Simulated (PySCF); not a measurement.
## Exercise with solution: entropy of an ideal gas

Br2H2O2Si, SMILES O[Si](O)(Br)Br.

Geometry: B3LYP-D3(BJ)/def2-SVP. This is a generated structure with no PubChem entry under its InChIKey; it may be hypothetical. The values are those of a single conformer.

B3LYP-D3(BJ)/def2-SVP (PySCF 2.14.0) gives the harmonic wavenumbers 101, 143, 173, 233, 237, 251, 275, 413, 493, 779, 831, 881, 978, 3853, 3855 cm⁻¹ and the rotational temperatures 0.1117, 0.0401, 0.0352 K. The molar mass is 221.91 g/mol, the symmetry number 2, the spin multiplicity 1.

### Question
Work out the entropy at 298.15 K and 1 atm in the rigid-rotor, harmonic-oscillator model.

### Answer

Translation (Sackur–Tetrode at 1 atm): S = R[1.5 ln M + 2.5 ln T − 1.16487] = 176.1 J/(mol K).
Rotation: q = (√π/σ) T^1.5/√(θA θB θC) = 363000, S = R[ln q + 3/2] = 118.9 J/(mol K).
Vibration: with u = 1.4388 ν/T, each mode gives R[u/(e^u − 1) − ln(1 − e^−u)]:
```tsv
ν (cm⁻¹)	modes	u	S (J/(mol K))
101	1	0.49	14.37
143	1	0.69	11.56
173	1	0.83	10.05
233	1	1.12	7.76
237	1	1.14	7.64
251	1	1.21	7.21
275	1	1.33	6.55
413	1	1.99	3.83
493	1	2.38	2.83
779	1	3.76	0.94
831	1	4.01	0.77
881	1	4.25	0.63
978	1	4.72	0.43
```
The stiffer modes add less than 0.005 each. Sum 74.6 J/(mol K).
Spin: R ln 1 = 0.0 J/(mol K).
Total 369.6 J/(mol K); the program's own thermochemistry gives 369.6. Translation makes up 48 % and vibration 20 %. Anharmonicity, hindered rotation and orbital degeneracy are left out.
